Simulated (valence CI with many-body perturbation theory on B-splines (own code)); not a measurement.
# Energy levels of Pt⁷²⁺

Method: valence CI with perturbative core correlation (CI+MBPT): four valence electrons over a frozen Dirac-Fock core [He], a basis of 11 s, 11 p, 10 d, 8 f, 5 g, 2 h functions for each j, with the one-electron correlation potential Σ1, the two-electron term Σ2, the three-electron term Σ3, Breit, model QED; selected CI, second order for the rest, scaled by the run's own slope (own B-spline code, finite nucleus).

No measured spectrum was set against this ion. As an estimate, large intervals hold to a few tenths of a per cent, small ones and those within an open d or f shell to about a per cent. Among the levels kept, up to 1400 cm⁻¹ of a level comes from second order outside the variational space, and about a tenth of that is noise between levels of different J, which matters for small intervals.

Levels 91 to 135 of 218, with energies above the lowest level, (2s^2 2p1/2^2) J=0. "Leading %" is the weight of the configuration and term that name the level; weights of strongly mixed levels are sums over their largest components and can fall short. In the jj column 3d3/2^4 stands for four electrons in 3d with j = 3/2. Lifetimes count E1, E2, E3, M1 and M2 decay at the calculated energies, and are blank where another channel may lead or the interval is too uncertain; long ones can be off by a factor of two.

```
No.  Configuration  Term  J  E (× 10³ cm⁻¹)  Leading %  Lifetime                    Leading jj      g
 91        2s2p²3d    ³G  4          118090         34   21.8 fs   2s 2p1/2 2p3/2 3d3/2 (98 %)  1.122
 92        2s2p²3d    ³D  3          118160         33    484 as   2s 2p1/2 2p3/2 3d3/2 (99 %)  1.229
 93        2s2p²3p   ³P°  0          118190         79   29.7 fs  2s 2p1/2 2p3/2 3p3/2 (100 %)       
 94        2s2p²3p   ¹D°  2          118220         42   3.42 fs   2s 2p1/2 2p3/2 3p3/2 (99 %)  1.087
 95        2s2p²3d    ³D  2          118220         34    423 as   2s 2p1/2 2p3/2 3d3/2 (99 %)  1.300
 96        2s2p²3p   ³S°  1          118230         32   3.14 fs   2s 2p1/2 2p3/2 3p3/2 (99 %)  1.369
 97        2s2p²3p   ³P°  1          118290         50   16.1 fs   2s 2p1/2 2p3/2 3p3/2 (99 %)  1.181
 98        2s2p²3d    ³P  1          118310         33    408 as   2s 2p1/2 2p3/2 3d3/2 (99 %)  1.738
 99        2s2p²3d    ³F  2          118670         70   3.86 fs   2s 2p1/2 2p3/2 3d3/2 (94 %)  0.844
100        2s2p²3d    ³G  3          118710         48   6.41 fs  2s 2p1/2 2p3/2 3d3/2 (100 %)  0.882
101        2s2p²3d    ³D  1          118740         33   1.53 fs   2s 2p1/2 2p3/2 3d3/2 (94 %)  0.696
102        2s2p²3d    ⁵D  4          118780         45   19.6 fs  2s 2p1/2 2p3/2 3d5/2 (100 %)  1.364
103        2s2p²3d    ³D  1          118910         54    445 as   2s 2p1/2 2p3/2 3d3/2 (94 %)  0.894
104        2s2p²3d    ³F  2          118910         32    458 as   2s 2p1/2 2p3/2 3d3/2 (90 %)  0.990
105        2s2p²3d    ³P  0          119000         81    336 as   2s 2p1/2 2p3/2 3d3/2 (99 %)       
106        2s2p²3d    ³P  2          119020         29    519 as   2s 2p1/2 2p3/2 3d5/2 (88 %)  1.297
107        2s2p²3d    ³F  3          119040         41    380 as   2s 2p1/2 2p3/2 3d5/2 (98 %)  1.293
108        2s2p²3d    ³G  5          119110         64   4.28 ps  2s 2p1/2 2p3/2 3d5/2 (100 %)  1.242
109        2s2p²3d    ³D  1          119220         53    490 as   2s 2p1/2 2p3/2 3d5/2 (92 %)  0.982
110        2s2p²3d    ³D  3          119330         59    540 as   2s 2p1/2 2p3/2 3d5/2 (99 %)  1.247
111        2s2p²3d    ³F  4          119360         59    411 as   2s 2p1/2 2p3/2 3d5/2 (98 %)  1.199
112        2s2p²3d    ¹D  2          119410         40    585 as   2s 2p1/2 2p3/2 3d5/2 (96 %)  1.132
113        2s2p²3d    ¹P  1          119520         46    527 as   2s 2p1/2 2p3/2 3d5/2 (96 %)  1.001
114        2s2p²3d    ³P  0          119580         52    496 as   2s 2p1/2 2p3/2 3d5/2 (98 %)       
115        2s2p²3d    ³D  3          119830         41   2.01 fs   2s 2p1/2 2p3/2 3d5/2 (98 %)  1.231
116        2s2p²3d    ³F  4          119880         46   1.47 fs  2s 2p1/2 2p3/2 3d5/2 (100 %)  1.108
117        2s2p²3d    ³P  2          120000         49    360 as   2s 2p1/2 2p3/2 3d5/2 (98 %)  1.214
118        2s2p²3d    ¹F  3          120010         43    369 as   2s 2p1/2 2p3/2 3d5/2 (99 %)  1.064
119        2s2p²3d    ³P  1          120010         44    530 as  2s 2p1/2 2p3/2 3d5/2 (100 %)  1.417
120        2s2p²3d    ³D  2          120040         42    507 as  2s 2p1/2 2p3/2 3d5/2 (100 %)  1.116
121          2p³3p    ³D  3          120590         49   2.06 fs    2p1/2^2 2p3/2 3p3/2 (96 %)  1.309
122          2p³3p    ³P  1          120600         33   1.91 fs    2p1/2^2 2p3/2 3p3/2 (97 %)  1.319
123          2p³3p    ³P  2          120850         44   1.85 fs    2p1/2^2 2p3/2 3p3/2 (97 %)  1.304
124          2p³3p    ³P  0          121080         68   2.02 fs    2p1/2^2 2p3/2 3p3/2 (98 %)       
125          2p³3d   ³D°  2          121240         33   4.28 fs    2p1/2^2 2p3/2 3d3/2 (98 %)  1.027
126          2p³3d   ³F°  3          121300         27   10.6 fs    2p1/2^2 2p3/2 3d3/2 (98 %)  1.058
127          2p³3d   ³D°  1          121340         35   1.75 fs    2p1/2^2 2p3/2 3d3/2 (99 %)  1.062
128          2p³3d   ³P°  0          121380         64   21.0 fs    2p1/2^2 2p3/2 3d3/2 (99 %)       
129          2p³3d   ³F°  4          122350         51   36.0 fs    2p1/2^2 2p3/2 3d5/2 (99 %)  1.230
130          2p³3d   ³D°  2          122460         33    723 as    2p1/2^2 2p3/2 3d5/2 (98 %)  1.212
131          2p³3d   ³D°  3          122600         48    326 as    2p1/2^2 2p3/2 3d5/2 (98 %)  1.203
132          2p³3d   ³D°  1          122720         31    484 as    2p1/2^2 2p3/2 3d5/2 (99 %)  1.078
133        2s2p²3s    ⁵P  3          126980         64   6.52 fs         2s 2p3/2^2 3s (100 %)  1.507
134        2s2p²3s    ³P  2          127230         56   2.55 fs         2s 2p3/2^2 3s (100 %)  1.335
135        2s2p²3s    ³S  1          127970         68   3.63 fs         2s 2p3/2^2 3s (100 %)  1.945
```
